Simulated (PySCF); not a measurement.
## Atomic charges by several schemes

C6H12N3O (charge +1).
Geometry (GFN2-xTB, Å), atoms numbered from 1 in this order:
```
atom  x, y, z in Å
C1    -1.943    2.076    0.135
O2    -1.872    0.706   -0.241
C3    -0.730    0.048   -0.159
C4     0.585    0.314    0.224
C5     1.304    1.509    0.727
N6     1.229   -0.869    0.042
C7     2.613   -1.145    0.288
N8     0.443   -1.798   -0.404
N9    -0.740   -1.262   -0.530
C10   -1.869   -2.007   -1.004
H11   -2.981    2.359   -0.028
H12   -1.297    2.690   -0.495
H13   -1.693    2.208    1.189
H14    0.646    2.364    0.828
H15    1.747    1.298    1.701
H16    2.113    1.775    0.047
H17    2.856   -0.960    1.335
H18    3.243   -0.513   -0.339
H19    2.793   -2.191    0.049
H20   -2.656   -2.005   -0.250
H21   -2.258   -1.552   -1.915
H22   -1.542   -3.025   -1.203
```

Density: PBE0/pcSseg-1 (PySCF); schemes: Mulliken, IAO, Hirshfeld and ESP-fitted. The structure is a single GFN2-xTB conformer in the gas phase; no vibrational or solvent corrections.

Task: Atoms with like bonding are taken together and averaged. Do the Mulliken, IAO, Hirshfeld and ESP-fitted schemes agree on where the charge is highest?

Result: The schemes don't all agree: Mulliken C3 (+0.560); IAO C3 (+0.269); Hirshfeld C3 (+0.134); ESP-fitted N6 (+0.381).

Task: At which atom do the 4 schemes differ most?

Result: At N6: from -0.479 (Mulliken) to +0.381 e (ESP-fitted), 0.860 e apart.

Task: What partial charge does each atom carry?

Result: In e; atoms taken as equivalent share a row and are averaged (×n: the atom named and its like, n in all):

```json
{"atom": "C1", "environment": "methoxy carbon", "Mulliken": "-0.053", "IAO": "-0.215", "Hirshfeld": "-0.006", "ESP-fitted": "-0.245"}
{"atom": "O2", "environment": "aryl ether oxygen", "Mulliken": "-0.467", "IAO": "-0.295", "Hirshfeld": "-0.074", "ESP-fitted": "-0.218"}
{"atom": "C3", "environment": "aromatic carbon bearing oxygen", "Mulliken": "+0.560", "IAO": "+0.269", "Hirshfeld": "+0.134", "ESP-fitted": "+0.229"}
{"atom": "C4", "environment": "substituted aromatic carbon", "Mulliken": "+0.033", "IAO": "+0.012", "Hirshfeld": "+0.042", "ESP-fitted": "-0.025"}
{"atom": "C5", "environment": "benzylic-type carbon", "Mulliken": "-0.123", "IAO": "-0.439", "Hirshfeld": "-0.099", "ESP-fitted": "-0.423"}
{"atom": "N6", "environment": "ring nitrogen", "Mulliken": "-0.479", "IAO": "+0.106", "Hirshfeld": "+0.089", "ESP-fitted": "+0.381"}
{"atom": "C7", "environment": "N-methyl carbon", "Mulliken": "-0.035", "IAO": "-0.325", "Hirshfeld": "-0.027", "ESP-fitted": "-0.392"}
{"atom": "N8", "environment": "ring nitrogen", "Mulliken": "+0.085", "IAO": "-0.089", "Hirshfeld": "-0.011", "ESP-fitted": "-0.386"}
{"atom": "N9", "environment": "three-coordinate ring nitrogen", "Mulliken": "-0.471", "IAO": "+0.075", "Hirshfeld": "+0.076", "ESP-fitted": "+0.294"}
{"atom": "C10", "environment": "N-methyl carbon", "Mulliken": "-0.026", "IAO": "-0.325", "Hirshfeld": "-0.033", "ESP-fitted": "-0.323"}
{"atom": "H11/H12/H13", "environment": "methyl hydrogen", "Mulliken": "+0.154", "IAO": "+0.171", "Hirshfeld": "+0.070", "ESP-fitted": "+0.169"}
{"atom": "H14/H15/H16", "environment": "methyl hydrogen", "Mulliken": "+0.167", "IAO": "+0.181", "Hirshfeld": "+0.070", "ESP-fitted": "+0.169"}
{"atom": "H17/H18/H19", "environment": "methyl hydrogen", "Mulliken": "+0.171", "IAO": "+0.194", "Hirshfeld": "+0.083", "ESP-fitted": "+0.191"}
{"atom": "H20/H21/H22", "environment": "methyl hydrogen", "Mulliken": "+0.168", "IAO": "+0.196", "Hirshfeld": "+0.081", "ESP-fitted": "+0.174"}
```

Mean size of the charges over all atoms: ESP-fitted 0.228 e, IAO 0.199 e, Mulliken 0.196 e, Hirshfeld 0.068 e. Each set sums to the total charge, 1, to within 0.001 e. The ESP scheme is a least-squares fit of atom-centred charges to the potential on four shells outside the van der Waals surface, with the total charge fixed. The IAO scheme counts the electrons in orthogonalised intrinsic atomic orbitals, a minimal basis polarised so that it spans the occupied orbitals exactly.

Some averages cover members that differ in this geometry: H11/H12/H13, IAO +0.158 to +0.199; H20/H21/H22, ESP-fitted +0.161 to +0.198; H11/H12/H13, Mulliken +0.144 to +0.173 e.

Task: How many electrons does the IAO scheme count on C10?

Result: Z − q = 6 − (-0.325) = 6.325.

Task: How closely do the schemes follow one another over all atoms?

Result: Correlation coefficient and root-mean-square difference: IAO with Hirshfeld 0.96, 0.159 e; Hirshfeld with ESP-fitted 0.92, 0.192 e; IAO with ESP-fitted 0.91, 0.102 e; Mulliken with IAO 0.53, 0.223 e; Mulliken with Hirshfeld 0.49, 0.220 e; Mulliken with ESP-fitted 0.20, 0.307 e.

Task: Sum the charges by element, for elements with more than one atom.

Result: 
| element | atoms | Mulliken | IAO | Hirshfeld | ESP-fitted |
| --- | --- | --- | --- | --- | --- |
| C | 6 | +0.355 | -1.023 | +0.009 | -1.179 |
| N | 3 | -0.866 | +0.092 | +0.154 | +0.289 |
| H | 12 | +1.978 | +2.226 | +0.911 | +2.109 |
